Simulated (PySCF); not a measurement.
```xyz
4
charge 0 multiplicity 1, angstrom
Cs    2.0429    0.0000    0.0000
Cs   -2.0429    0.0000    0.0000
F     0.0000    1.6535    0.0000
F     0.0000   -1.6535    0.0000
```

All numbers come from PBE/[Cs def2-TZVP with ECP46, F def2-TZVP], scalar-relativistic core potentials, density fitting, no spin–orbit coupling, PySCF.

This geometry of Cs2F2 is a stationary point at this level.

Q: What is the point group?

A: D2h.

Q: Is it a minimum?

A: Yes: all harmonic wavenumbers are real.

Q: List the harmonic modes with their infrared intensities.

A: 
```json
{"symmetry": "b3u", "ω (cm⁻¹)": "79", "IR (km/mol)": "43.9"}
{"symmetry": "ag", "ω (cm⁻¹)": "87", "IR (km/mol)": "0.0"}
{"symmetry": "b3g", "ω (cm⁻¹)": "203", "IR (km/mol)": "0.0"}
{"symmetry": "b2u", "ω (cm⁻¹)": "217", "IR (km/mol)": "104"}
{"symmetry": "ag", "ω (cm⁻¹)": "237", "IR (km/mol)": "0.0"}
{"symmetry": "b1u", "ω (cm⁻¹)": "270", "IR (km/mol)": "192"}
```

Q: What are the dipole moment and the gap between the highest occupied and lowest empty levels?

A: 0.00 D and 4.30 eV.

Q: What is the atomisation energy, with and without zero-point energy?

A: 1181 kJ/mol without, 1174 kJ/mol with.

In D2h the vibrations span b3u + 2ag + b3g + b2u + b1u. The ag, b3g modes carry no infrared intensity, as symmetry demands. With a centre of inversion only u modes can be infrared active and only g modes Raman active.

Other isomers or separated fragments may lie lower.
